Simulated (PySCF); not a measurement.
NICS in one family of compounds.

Definitions: NICS(0) = −σiso at the ring centroid; NICS(1) = −σiso and NICS(1)zz = −σzz at ±1 Å along the ring normal z. Level: GIAO PBE0/pcSseg-1 (PySCF, non-relativistic, gas phase) on the GFN2-xTB geometries, one conformer each. Atom numbers follow the mapped SMILES.

Question: Order these rings by mean NICS(1)zz, lowest (most negative) first (ppm).
A. ring C2–N3–C4–N5–N6–C7 in `[CH3:1][c:2]1[n:3][cH:4][n:5][n:6][c:7]1[SiH2:8][O:9][SiH3:10]`
B. ring C2–N3–C4–N5–N6–C7 in `[CH3:1][c:2]1[n:3][cH:4][n:5][n:6][c:7]1[O:8][SiH2:9][SiH3:10]`
C. ring C3–N4–C5–N6–N7–C8 in `[CH3:1][O:2][c:3]1[n:4][cH:5][n:6][n:7][c:8]1[O:9][SiH3:10]`

Answer: A (-26.4), B (-24.3), C (-22.3).

| SMILES | ring | NICS(0) | NICS(1) | NICS(1)zz | HOMA | rms pucker (Å) | ring atoms with four or more neighbours |
| --- | --- | --- | --- | --- | --- | --- | --- |
| Cc1ncnnc1[SiH2]O[SiH3] | 6-membered ring with 3 N; formal bonds all aromatic | -3.5 | -10.8 | -26.4 | 0.96 | 0.00 | 0 |
| Cc1ncnnc1O[SiH2][SiH3] | 6-membered ring with 3 N; formal bonds all aromatic | -4.5 | -10.3 | -24.3 | 0.93 | 0.00 | 0 |
| COc1ncnnc1O[SiH3] | 6-membered ring with 3 N; formal bonds all aromatic | -5.1 | -9.6 | -22.3 | 0.87 | 0.00 | 0 |

NICS(0) gives another order. The isotropic NICS(1) gives the same order. HOMA uses Krygowski's 1993 parameters. NICS(1) and NICS(1)zz are means over the two faces.
